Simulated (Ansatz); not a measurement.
CuF4P: where a starting geometry ends

The starting geometry of this gas-phase triplet was optimised with GFN2-xTB as a singlet.

```tsv
atom	x (Å)	y (Å)	z (Å)
Cu	0.1271	-1.2856	0.5394
F	0.5325	-2.7995	1.2348
F	-1.3200	0.7280	-1.6100
F	0.7148	1.6104	-0.8947
F	-1.1577	1.7339	0.4864
P	-0.3872	0.6207	-0.3351
```

**Question.** Predict what it relaxes into with PBE0-D4/def2-SVP.

**Answer.** A new bond forms, giving a structure with F2 bridging Cu1 and P6, given below by its coordinates. Distances that change by over a tenth: Cu1–F2 (1.71 → 1.97 Å), Cu1–P6 (2.16 → 2.39 Å). Contacts that close: F2–P6 (3.87 → 1.86 Å).

The energy falls by 1.65 eV over 29 steps:

| step | E − E(last) (eV) |
| --- | --- |
| 1 | 1.650 |
| 4 | 1.223 |
| 7 | 0.422 |
| 10 | 0.309 |
| 13 | 0.286 |
| 17 | 0.265 |
| 20 | 0.166 |
| 23 | 0.031 |
| 26 | 0.002 |
| 29 | 0.000 |

Final geometry (Å):

```yaml
atoms:
  - { symbol: Cu, position_ang: [-0.5444, -1.5019, 1.3930] }
  - { symbol: F, position_ang: [0.4082, -1.2996, -0.3173] }
  - { symbol: F, position_ang: [-0.9608, 0.2499, -1.5267] }
  - { symbol: F, position_ang: [1.0595, 1.0056, -0.3093] }
  - { symbol: F, position_ang: [-1.0861, 1.7778, 0.2522] }
  - { symbol: P, position_ang: [-0.3669, 0.3762, -0.0710] }
```

Frequencies at the end are all real (lowest 66 cm⁻¹). Open shells are spin-unrestricted. The triplet needn't be the ground state. Run with Ansatz 0.2.0, 5.5 min on 2 threads of Arm Neoverse V2, on a shared host.
